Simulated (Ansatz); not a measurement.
Computed with Ansatz (a quantum-chemistry and plane-wave program) with frozen-core CCSD(T)/def2-TZVPP // BP86-D3(BJ)/def2-SVP.

Ansatz 0.2 input:
```yaml
crystal:
  periodic: [false, false, false]
  atoms:
    - { symbol: Ta, position_ang: [-0.097952, -0.208955, -0.07525] }
    - { symbol: Cl, position_ang: [1.838316, -0.106591, 1.314654] }
    - { symbol: Cl, position_ang: [0.202791, -2.485393, -0.407515] }
    - { symbol: Cl, position_ang: [0.875012, 1.258506, -1.588324] }
    - { symbol: O, position_ang: [-1.030884, 0.441329, 1.47425] }
    - { symbol: H, position_ang: [-0.473769, 0.590004, 2.266224] }
    - { symbol: O, position_ang: [-1.766057, -0.175847, -0.946413] }
    - { symbol: H, position_ang: [-2.711996, -0.018173, -1.099447] }
basis:
  gaussian: { orbitals: def2-TZVPP }
correlation:
  method: ccsd_t
```

Output:

```
Functional definition: HF
1680 factors; integrals over basis functions are off by at most 8.2e-4 eV
mean field evaluation 1: about -43154.1384 eV, gradient 6.4e1 eV
mean field evaluation 2: about -43154.4267 eV, gradient 6.5e1 eV
mean field evaluation 4: about -43162.3556 eV, gradient 4.9e0 eV
mean field evaluation 8: about -43162.4599 eV, gradient 5.3e-1 eV
mean field evaluation 16: about -43162.4614 eV, gradient 1.9e-6 eV
mean field -43162.46143521 eV, -1586.1912011770 hartree, gradient 1.9e-6 eV, S^2 0.000000; 0 other end points of the search recorded, 0 dependent functions left out
17 core orbitals not correlated
reference -43162.46143521 eV, -1586.1912011770 hartree; 24, 24 occupied and 231, 231 virtual orbitals, 1680 factors
second order -39.89957996 eV of doubles, -0.00000000 eV of singles
cycle   1  -39.02256863 eV  change    8.8e-1 eV  update   2.2e-1
cycle   2  -40.09805362 eV  change    -1.1e0 eV  update   1.1e-1
cycle   3  -40.43063973 eV  change   -3.3e-1 eV  update   3.9e-2
cycle   4  -40.41536285 eV  change    1.5e-2 eV  update   1.4e-2
cycle   5  -40.39743943 eV  change    1.8e-2 eV  update   5.7e-3
cycle   6  -40.39791772 eV  change   -4.8e-4 eV  update   2.2e-3
cycle   7  -40.39880685 eV  change   -8.9e-4 eV  update   9.2e-4
cycle   8  -40.39839442 eV  change    4.1e-4 eV  update   3.7e-4
cycle   9  -40.39849332 eV  change   -9.9e-5 eV  update   1.4e-4
cycle  10  -40.39872027 eV  change   -2.3e-4 eV  update   6.3e-5
cycle  11  -40.39857623 eV  change    1.4e-4 eV  update   3.0e-5
cycle  12  -40.39854171 eV  change    3.5e-5 eV  update   1.4e-5
perturbative correction -1.97163402 eV, -0.0724562137 hartree
Total energy: -43204.83161094 eV, -1587.7482764154 hartree
```

Cost: around 40 core-minutes (rough).
